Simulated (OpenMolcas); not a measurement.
Yb⁴⁺: CASPT2 settings compared

```json
{"Program": "OpenMolcas", "Basis": "ANO-RCC-VQZP [9s8p6d4f3g2h]", "Scalar Hamiltonian": "DKH4, point nucleus", "Active space": "12 electrons in 7 orbitals (4f)", "State averaging": "2S+1 = 3 even, 21 roots (18 in the spin-orbit step); 2S+1 = 1 even, 14 roots kept (CI in the orbitals of an earlier block)", "Spin-orbit coupling": "RASSI with atomic mean-field integrals over the reference wave functions, term energies averaged over their components"}
```

Methods on the same reference wave functions:
A. CASSCF
B. SS-CASPT2, IPEA 0.5 Eh, sigma1 regulariser 0.25 Eh (closed shells correlated: 4d 5s 5p)
C. SS-CASPT2, IPEA 0.4 Eh, sigma2 regulariser 0.2 Eh (closed shells correlated: none)
D. XMS-CASPT2, IPEA 0.2 Eh, no level shift (closed shells correlated: 4d 5s 5p)

Energies in cm-1 above 4f12 3H6, the measured ground level; measured values from the list in Tchang-Brillet, Wyart, Meftah and Ait Mammar, Atoms 6, 52 (2018).

```
          Level      A      B      C      D  Measured
       4f12 3H6    0.0    0.0    0.0    0.0       0.0
4f12 3F4 [55 %]   6958   5830   6500   6180          
       4f12 3H5   9387   9390   9390   9390      9580
4f12 3H4 [57 %]  14896  14320  14650  14480     14405
       4f12 3F3  17987  16290  17270  16740     16372
       4f12 3F2  19531  17480  18690  17890     16877
4f12 1G4 [55 %]  24750  24330  24590  24510
```

Deviations, from unrounded energies. A percentage is the sum of absolute deviations over the sum of measured energies, with the sign that they share, or ± where signs differ.

```csv
Against measurement,Levels,A,B,C,D
mean absolute deviation (cm-1),4,1200,240,790,410
fine structure of the ground term (%),2,±2.9,-1.2,±1.8,±1.1
other terms of the ground configuration (%),2,+12.8,±2.1,+8.1,+4.1
```

B lies closest to measurement on these levels and A furthest from it. The largest miss of B in the table is 4f12 3F2, by +600 cm-1. The ranking rests on the paired levels alone, and a cruder setting can come out closer through cancelling errors.

Among B to D the level of the table that moves most is 4f12 3F2, by 1200 cm-1 (lowest in B, highest in C). Moves below CASPT2's spread within the term are not significant.

The mean deviations of B to D differ by less than CASPT2's widest spread within a term (650 cm-1), so their order carries little weight.

From A to B the spin-free energies of the other terms of 4f12 shown, above 3H, scale by factors of 0.80 to 0.96, as is usual when dynamic correlation screens the repulsion within a d or f shell.

The lowest spin-free term lies below A's lowest term by 1.381 hartree in B, 0.409 hartree in C, 1.392 hartree in D.

CASPT2 breaks the degeneracy within a term, and the mean is taken; among the terms shown or strongly mixed into the levels shown the widest spread is 650 cm-1 (4f12 3F, D). Some high roots are left out of the spin-orbit mixing, which shifts the levels that they would mix with. Terms from blocks run as CI alone lack orbitals of their own. Without dynamic correlation excited terms often stand tens of per cent too high (terms of higher spin than the ground term too low), and those without a measured partner can miss by more than the paired ones (holds for A). Computed and measured levels are paired by configuration, term and J; levels that our copy of the source lacks, or whose pairing is in doubt (as where it misses far off the trend of its configuration), stay unpaired and out of the deviations. Only configurations of the active space appear. The table leaves out levels that lie high or whose names do not pair safely across all columns.

A share in square brackets marks a mixed level and gives the weight of the term that names it, the lowest over the columns.
